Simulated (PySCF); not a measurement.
C2H8OSi, SMILES C[SiH](C)O, point group C1.

Force field and properties: PBE0/pcSseg-1 (PySCF, grid level 1). Vibrational terms come from second-order perturbation theory with semi-diagonal cubic constants, by steps of ±0.6 along the normal coordinates of each isotopologue. The parent has the commonest isotopes.

Equilibrium geometry (Å):

| atom | x | y | z |
| --- | --- | --- | --- |
| C1 | -1.4720 | -0.5824 | -0.2103 |
| Si2 | 0.1076 | 0.4106 | -0.3524 |
| C3 | 1.5477 | -0.4757 | 0.4250 |
| O4 | -0.0151 | 1.8645 | 0.4638 |
| H5 | -2.3287 | -0.0548 | -0.6477 |
| H6 | -1.3811 | -1.5420 | -0.7351 |
| H7 | -1.7132 | -0.7960 | 0.8381 |
| H8 | 0.3715 | 0.6651 | -1.8036 |
| H9 | 2.4657 | 0.1168 | 0.3406 |
| H10 | 1.3646 | -0.6560 | 1.4910 |
| H11 | 1.7274 | -1.4449 | -0.0555 |
| H12 | -0.6695 | 2.4920 | 0.1420 |

An isotope shift is δ(isotopologue) − δ(parent), that is, the negative of the change in the averaged GIAO shielding; n counts bonds from the nearest label (0: the labelled atom itself). These are computed values; those of heavy atoms are rounded to 5 ppb, about the numerical noise. One-bond deuterium shifts of ¹³C at such levels come out too large, by a quarter to a half.

(1) What isotope shifts arise with ²H at 10?

A mode lies under 250 cm⁻¹, where this perturbation treatment is rough. Internal rotors are held in one well.

## Answers

(1) 
| nucleus | n | 0 K (ppb) | 700 K (ppb) |
| --- | --- | --- | --- |
| H10 | 0 | -116 | -119 |
| C3 | 1 | -360 | -635 |
| Si2 | 2 | 55 | 80 |
| H9 | 2 | -24 | -46 |
| H11 | 2 | -30 | -61 |
| C1 | 3 | -20 | 10 |
| O4 | 3 | -80 | -65 |
| H8 | 3 | -3 | -2 |
| H5 | 4 | 0 | 2 |
| H6 | 4 | -2 | -4 |
| H7 | 4 | 2 | 7 |
| H12 | 4 | 0 | 4 |
